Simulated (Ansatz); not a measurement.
Si₄H₇. The state is a doublet with charge 0. Geometry B3LYP-D4/def2-SVPD, that of the charge -1 singlet; atoms count from 1.

```xyz
11

Si    1.043    0.580   -0.888
Si   -0.558   -1.705    1.014
Si    0.593    0.375    1.428
Si   -1.007   -0.592   -1.081
H     1.265    1.918   -1.545
H    -1.876   -1.400    1.735
H    -0.180    1.615    1.816
H    -1.198   -1.399   -2.343
H     2.214   -0.264   -1.309
H     1.791    0.409    2.347
H    -2.087    0.462   -1.175
```

The structure comes from a short search, and lower isomers may exist.

**Question.** Estimate the Mulliken populations from the PBE0/def2-TZVPD orbitals of Ansatz.

**Answer.** 
```tsv
atom	charge (e)	spin (α − β)
Si1	0.02	0.02
Si2	-0.14	0.79
Si3	0.05	0.07
Si4	0.05	0.07
H5	-0.02	0.01
H6	0.04	0.01
H7	0.02	0.02
H8	-0.03	0.00
H9	0.01	0.00
H10	-0.03	0.00
H11	0.02	0.02
```
Mulliken values depend strongly on the basis. With diffuse functions, as here, like atoms can get unlike values, and bond orders can come out too low or too high.

**Question.** Where does the spin sit?

**Answer.** Summed by element: Si 0.94, H 0.06, of 1 unpaired in all. Largest on single atoms: Si2 0.79, Si3 0.07, Si4 0.07.

**Question.** And the Mayer bond orders between heavy atoms (over 0.3)?

**Answer.** Si1–Si3 0.87 (2.37 Å); Si1–Si4 0.87 (2.37 Å); Si2–Si3 0.91 (2.41 Å); Si2–Si4 0.91 (2.41 Å).
